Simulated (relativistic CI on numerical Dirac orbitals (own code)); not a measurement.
**Slater and spin-orbit integrals, Sm⁵⁺**

Method of calculation: Dirac-Coulomb-Breit CI, KLI orbitals optimised for each configuration, QED by a radiative potential, valence Slater integrals scaled by 0.85, P86 correlation energy added to each configuration (own radial code, finite nucleus).

Slater integrals F^k, G^k are unscaled and averaged over j, outside the closed core [Kr] 4d10; ζ comes from projecting the Hamiltonian with its Breit term on Σ l·s of the shell.

- 4f3 5s2 5p6: F^2(4f,4f) = 121940, F^4(4f,4f) = 77063, F^6(4f,4f) = 55603, ζ(4f) = 1376.2 cm⁻¹; <r>(4f) = 0.8025, <r^2>(4f) = 0.7921 (bohr units).
- 4f4 5s2 5p5: F^2(4f,4f) = 116840, F^4(4f,4f) = 73607, F^6(4f,4f) = 53039, ζ(4f) = 1266.3, F^2(4f,5p) = 56171, G^2(4f,5p) = 27769, G^4(4f,5p) = 22045, ζ(5p) = 23879 cm⁻¹; <r>(4f) = 0.8316, <r^2>(4f) = 0.8575, <r>(5p) = 1.493, <r^2>(5p) = 2.5 (bohr units).
- 4f2 5s2 5p6 5d: F^2(4f,4f) = 127840, F^4(4f,4f) = 81089, F^6(4f,4f) = 58597, ζ(4f) = 1485.2, F^2(4f,5d) = 38598, F^4(4f,5d) = 19350, G^1(4f,5d) = 14892, G^3(4f,5d) = 13640, G^5(4f,5d) = 10843, ζ(5d) = 1897.5 cm⁻¹; <r>(4f) = 0.7717, <r^2>(4f) = 0.7252, <r>(5d) = 1.806, <r^2>(5d) = 3.679 (bohr units).

Averages of the first 10 configurations, taken without configuration mixing, which lowers the lowest level and can move excited configurations by several eV; other configurations of the list can lie among them:

```tsv
Configuration	Parity	States	Average energy above the lowest level (eV)
4f3 5s2 5p6	odd	364	4.2
4f4 5s2 5p5	odd	6006	15.4
4f2 5s2 5p6 5d	even	910	29.2
4f 5s2 5p6 5d2	odd	630	61.2
4f3 5s 5p6 5d	odd	7280	62.9
4f2 5s2 5p6 6s	even	182	40.9
4f4 5s 5p6	even	2002	42.1
4f3 5s2 5p5 6s	even	4368	46.1
4f2 5s2 5p6 6d	even	910	58.3
4f2 5s2 5p6 7s	even	182	61.1
```
